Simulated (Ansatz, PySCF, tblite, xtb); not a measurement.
Dissociation curve of SMILES [Cl][W]([Cl])([Cl])([Cl])[Cl] (Cl5W), doublet. The W1–Cl6 bond (W1 also carries Cl, Cl, Cl, Cl; Cl6 carries nothing else) is varied alone, starting from the PBE0/def2-TZVP, def2 effective core potentials past Kr optimised geometry. Each curve is given relative to its own lowest point near equilibrium.

```csv
R / Å,A,B,C,D
1.86,74.9,67.3,35.7,55.5
1.98,33.3,20.8,12.1,21.4
2.12,9.3,2.9,1.8,3.7
2.18,4.2,0.7,0.3,0.9
2.24,1.2,0.0,0.0,0.0
2.29,0.0,0.2,0.4,0.5
2.41,0.8,3.1,3.2,4.7
2.56,6.5,10.2,9.0,14.0
2.69,13.8,18.0,15.2,23.5
2.93,29.0,33.7,27.9,41.7
3.28,48.5,55.1,45.5,63.8
3.71,64.0,74.2,62.5,78.0
4.15,69.4,86.7,72.9,84.0
4.75,72.3,95.3,78.7,86.2
5.46,73.2,99.2,80.8,86.9
6.50,73.5,101.3,81.7,87.2
```

Energies in kcal/mol.

Problem. Which curve belongs to which method? The methods are GFN1-xTB in xtb 6.7.1; GFN2-xTB, 300 K electronic temperature (tblite); unrestricted B3LYP/LANL2DZ, with its core potentials past Ne (PySCF); Ansatz (a first-principles code) with unrestricted PBE0/def2-TZVP, def2 effective core potentials past Kr.

Solution. A is UKS-B3LYP/LANL2DZ; B is GFN1-xTB; C is GFN2-xTB; D is UKS-PBE0.

The unrestricted determinant behind UKS-PBE0 is spin-contaminated at 3.28 to 6.50 Å (<S²> up to 1.8, against 0.75 for a pure doublet). The unrestricted determinant behind UKS-B3LYP/LANL2DZ is spin-contaminated at 3.28 to 6.50 Å (<S²> up to 1.6, against 0.75 for a pure doublet).
